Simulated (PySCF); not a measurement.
Peak assignment

Mapped SMILES: `[NH2:1][C:2](=[O:3])[C@@H:4]1[CH2:5][CH:6]=[CH:7][C:8](=[O:9])[CH2:10]1`. Each H is labelled by its parent atom. Ha(C5), Ha(C10) are cis to C2 on the ring; Ha(N1) is cis to the C=O or C=S heteroatom; Hb(C5), Hb(C10) are trans to C2 on the ring; Hb(N1) is trans to the C=O or C=S heteroatom.

A single conformation, isolated molecule, non-relativistic Hamiltonian. PBE0-D3(BJ)/def2-SVP geometry; NMR shieldings at PBE0/pcSseg-1/GIAO; PySCF.

Scale: 13C (184.41 ppm), 1H (31.27 ppm) vs TMS (reference shieldings calculated alike).

**Question.** Assign these signals to the numbered atoms. 13C{1H} NMR (computed): δ 196.9 (C), 174.1 (C), 158.1 (CH), 136.3 (CH), 44.3 (CH2), 43.0 (CH), 29.4 (CH2).

**Answer.** 
```tsv
δ (ppm)	atoms	environment	reason
196.9	C8	ketone carbonyl carbon	low-lying n→π* states of the double bond to the heteroatom give a large paramagnetic term (-260 ppm)
174.1	C2	amide carbonyl carbon	lone-pair donation from the attached heteroatom keeps it upfield of a ketone carbonyl
158.1	C6	β carbon of a C=C–C=O unit	conjugation with the carbonyl draws π density from the β position
136.3	C7	α carbon of a C=C–C=O unit	an sp2 carbon of a C=C bond
44.3	C10	sp3 CH2 α to a carbonyl	the adjacent C=O deshields it moderately
43.0	C4	sp3 CH α to a carbonyl	the adjacent C=O deshields it moderately
29.4	C5	allylic sp3 CH2	a saturated carbon with 2 carbon neighbours and no heteroatom attached
```

C10 and C4 lie closer than the usual error of such a calculation, so a measured spectrum could show them in the other order.

**Question.** Assign these signals to the numbered atoms. 1H NMR (400 MHz, computed): δ 7.07 (m, 1H), 6.06 (d, 1H), 4.59 (br, 1H), 4.39 (br, 1H), 3.08 (m, 1H), 2.34 (m, 1H), 2.25 (m, 1H), 2.15 (m, 1H), 1.98 (m, 1H).

**Answer.** 
7.07 → H(C6), hydrogen on a β carbon of a C=C–C=O unit: attached to an sp2 carbon and in the plane of the double bond
6.06 → H(C7), hydrogen on an α carbon of a C=C–C=O unit: a vinylic proton, deshielded by the sp2 carbon and the C=C anisotropy
4.59 → Hb(N1), hydrogen on an amide-type nitrogen: labile proton, position sensitive to the medium
4.39 → Ha(N1), hydrogen on an amide-type nitrogen
3.08 → Ha(C5), hydrogen on an allylic sp3 CH2: allylic position
2.34 → Ha(C10), hydrogen on an sp3 CH2 α to a carbonyl: α to C=O
2.25 → H(C4), hydrogen on an sp3 CH α to a carbonyl: α to C=O
2.15 → Hb(C10), hydrogen on an sp3 CH2 α to a carbonyl: α to C=O
1.98 → Hb(C5), hydrogen on an allylic sp3 CH2: allylic position

Ha(C10) and H(C4); H(C4) and Hb(C10) lie closer than the usual error of such a calculation, so a measured spectrum could show them in the other order.

Exchangeable OH/NH protons stand at their gas-phase positions; hydrogen bonding in a real sample shifts them, mostly to higher δ. The two substituents on the amide-type nitrogen aren't averaged: C–N rotation is slow on the NMR time scale. Shifts are as computed. Against solution values, carbons near 30 ppm lie about +2 ppm off and those near 130 ppm about +5 ppm. Of 1211 compounds with measured shifts, 218 miss one by over three times the rms of a fit or turn the order of signals round; such compounds aren't used in these exercises. The C=O carbon of an acid or of an amide with N–H lies up to 10 ppm further downfield in solution, through hydrogen bonding that the calculation lacks. No couplings were computed; multiplicities are counted from neighbouring protons, with m where these are inequivalent, close in shift, in a saturated or five-membered ring or joined by F or P, and br s for small geminal =CH2 splittings.
